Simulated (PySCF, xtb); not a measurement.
CH₂Cl, SMILES [CH2]Cl (connectivity only; charge and spin as stated), charge +1, multiplicity 1.

Harmonic wavenumbers (cm⁻¹) from GFN2-xTB run with xtb at its own minimum, in rising order: 965, 982, 1020, 1322, 2886, 2917.

Q: What does PBE-D3(BJ)/def2-TZVP (PySCF) give at its own minimum? (An estimate is asked for; the answer gives what the named calculation found.)

A: 1015, 1034, 1105, 1421, 3007, 3143. Paired by order, the mean absolute difference is 106 cm⁻¹ and the zero-point energies are 14.4 and 15.3 kcal/mol.
